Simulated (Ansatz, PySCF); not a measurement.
Reaction (SMILES): F[SiH2]F [difluorosilane] → F[SiH]F + H atom (the H-Si bond at the site shown breaks; other sites are not compared here)
Structures are relaxed separately at B3LYP-D3(BJ)/def2-TZVP in Ansatz (a program for electronic structure). Frequencies are from Ansatz or PySCF.

Wanted: bond dissociation energy (0 K, with B3LYP-D3(BJ) harmonic zero-point energies), in kcal/mol. Valence correlation only, unless marked. UHF or UKS for open shells. Spin-orbit coupling is left out. No relativistic terms. Basis-set limits of correlation are two-point, X^-3; Hartree-Fock from the larger set.

```tsv
level	program	bond dissociation energy (kcal/mol)
HF/6-31G*	Ansatz	77.2
```

**Question.** What does CCSD(T)/CBS(cc-pV(T+d)Z,cc-pV(Q+d)Z) (Ansatz) give?

**Answer.** 96.0 kcal/mol, so HF/6-31G* differs from it by -18.8 kcal/mol.
